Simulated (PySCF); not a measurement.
**Electron correlation in Zr (zirconium, neutral)**

[Kr] 4d2 5s2, high-spin 3F determinant. All numbers are calculated (PySCF 2.14, a scalar-relativistic core potential, in aug-cc-pVDZ-PP with ECP28MDF). Frozen: 4s2 4p6; 4 electrons correlated.

MP2 pair energies summed by pair of shells (mhartree):

| pair | energy | share (%) |
| --- | --- | --- |
| 5s-5s | -19.08 | 46.8 |
| 4d-5s | -19.01 | 46.7 |
| 4d-4d | -2.65 | 6.5 |

Total MP2 correlation energy: -40.74 mhartree.

Same-spin part -9.11 and opposite-spin part -31.64 mhartree; SCS-MP2 scales them by 1/3 and 6/5 to -41.00 mhartree.
